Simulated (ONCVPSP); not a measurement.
**P (Z = 15): one change to an ONCV potential, before and after**

```
Element                 : P (Z = 15)
Generator               : ONCVPSP 4.0.1
Type                    : optimised norm-conserving Vanderbilt (ONCV)
Functional              : PBE
Relativity              : scalar-relativistic
Frozen core             : [Ne]
Valence charge          : 5
Reference configuration : 3s2 3p3
Partial waves           : 3s: rc 1.30 bohr, ncon 4, nbas 9, qcut 4.9 1/bohr, 2 projectors, debl 0.8 Ha; 3p: rc 1.90 bohr, ncon 3, nbas 7, qcut 5 1/bohr, 2 projectors, debl 1 Ha
Local potential         : polynomial inside 1.25 bohr (lpopt 3, dvloc0 0 Ha)
Core correction         : none
```

Change: all radii scaled by about 1.32 (s 1.72, p 2.50 bohr); local potential polynomial inside 1.64 bohr (lpopt 3, dvloc0 0 Ha).

Cutoffs: the cutoffs (Ha) at which the residual kinetic energy of the hardest occupied pseudo-wave falls to 1 and 0.1 mHa per electron; they do not see the model core or the augmentation charge, which bear on the density cutoff. Errors are all-electron minus pseudo energies relative to the spin-unpolarised reference configuration.

**Question.** Predict the effect on cutoff, ghosts and configuration errors.

**Answer.** The potential gets softer (10 Ha and 76 Ha → 9.6 Ha and 12 Ha); of the 4 tests that both files solve, the error grows in 4 and shrinks in 0 by more than 15 % and 0.3 meV (median size 1.8 → 8.4 meV); neither file shows a bound ghost. A larger radius leaves more room for a smooth pseudo-wave, so fewer plane waves are needed. More of the atom is replaced by a form fitted at one configuration, so other configurations suffer.

```csv
quantity,base,changed
"cutoff, loose",10 Ha,9.6 Ha
"cutoff, tight",76 Ha,12 Ha
loose cutoff by channel,"s 10 Ha, p 4.3 Ha","s 9.6 Ha, p 4.6 Ha"
bound ghosts,none,none
GHOST(+) flags under 300 eV,s at 122.5 eV,none
"error for 3s2 3p2, meV [ΔE 9.73 eV]",-1.0,-2.6
"error for 3s2 3p1, meV [ΔE 28.88 eV]",-0.9,-12
"error for 3s2 3p0, meV [ΔE 58.62 eV]",+15,-26
"error for 3s1 3p3, meV [ΔE 18.85 eV]",+2.7,+4.9
```
